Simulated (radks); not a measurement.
The numbers below are computed, except where a source is named.
Q: The mean radii <r> (bohr) of the occupied orbitals of an atom or ion are listed with their occupations. Code: a radial shooting solver on a logarithmic mesh with Libxc functionals. Model: scalar-relativistic Kohn-Sham, PBEsol, spin-unpolarised, spherical densities, finite nucleus; Fermi nuclear charge, rms radius of each element as measured or else 0.836 A^(1/3) + 0.57 fm.

| orbital | occ. | <r> |
|---|---|---|
| 1s | 2 | 0.07267 |
| 2s | 2 | 0.3106 |
| 2p | 1 | 0.2682 |

Name the element and its charge.

A: Z = 21, scandium, charge +16: Sc16+ in [He] 2s2 2p1. The 1s radius gives Z: for a bare nucleus <r> = (2 gamma + 1)/(2Z) with gamma = sqrt(1 - (Z/c)^2), 0.07087 bohr for Z = 21, and screening makes it slightly larger (0.07267 here). The occupations add up to 5, and the charge is Z minus that.
